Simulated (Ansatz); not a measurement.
Basis sets compared for (HGaPH)3 ring (Ga3P3H6). The state is a singlet with charge 0. Geometry PBE0-D4/def2-SVP. Ansatz on 4 threads of Intel Xeon on a shared host; times are rough, and most runs start from earlier orbitals.

Cartesian coordinates in Å:
```
Ga -0.3543 0.7831 1.7909
H -0.9061 2.2434 1.9706
P 1.9405 0.5661 1.5778
Ga 1.6579 0.5443 -0.7387
H 2.8724 0.1965 -1.6687
P -0.3695 1.1286 -1.6770
Ga -1.5567 -0.6692 -0.8460
H -2.1764 -1.7169 -1.8356
P -1.9257 -0.8817 1.4482
H 2.0036 -0.8671 1.5435
H -0.1535 0.6775 -3.0130
H -1.0322 -2.0045 1.4480
```

Binding counts from free atoms (Ga doublet, H doublet, P quartet) in the same basis, without a counterpoise term.

| level | functions | energy (Eh) | HOMO (eV) | LUMO (eV) | binding per atom (eV) | wall time |
| --- | --- | --- | --- | --- | --- | --- |
| PBE-D4/def2-SVP | 180 | -6799.9174 | -5.81 | -2.89 | 2.63 | 2.6 s |
| PBE-D4/def2-TZVP | 291 | -6801.0156 | -5.84 | -2.95 | 2.64 | 5 s |
| PBE0-D4/def2-SVP | 180 | -6800.1311 | -6.80 | -2.21 | 2.60 | 6 s |
| PBE0-D4/def2-TZVP (with forces) | 291 | -6801.2221 | -6.80 | -2.25 | 2.62 | 20 s |
| BHLYP-D4/def2-TZVP | 291 | -6802.2839 | -7.59 | -1.46 | 2.56 | 16 s |

**Question.** Estimate the rows for PBE-D4/def2-TZVPD, PBE0-D4/def2-TZVPD, BHLYP-D4/def2-TZVPD.

**Answer.** 
| level | functions | energy (Eh) | HOMO (eV) | LUMO (eV) | binding per atom (eV) | wall time |
| --- | --- | --- | --- | --- | --- | --- |
| PBE-D4/def2-TZVPD | 345 | -6801.0176 | -5.86 | -2.97 | 2.64 | 8 s |
| PBE0-D4/def2-TZVPD | 345 | -6801.2241 | -6.80 | -2.26 | 2.62 | 18 s |
| BHLYP-D4/def2-TZVPD | 345 | -6802.2858 | -7.59 | -1.47 | 2.56 | 28 s |
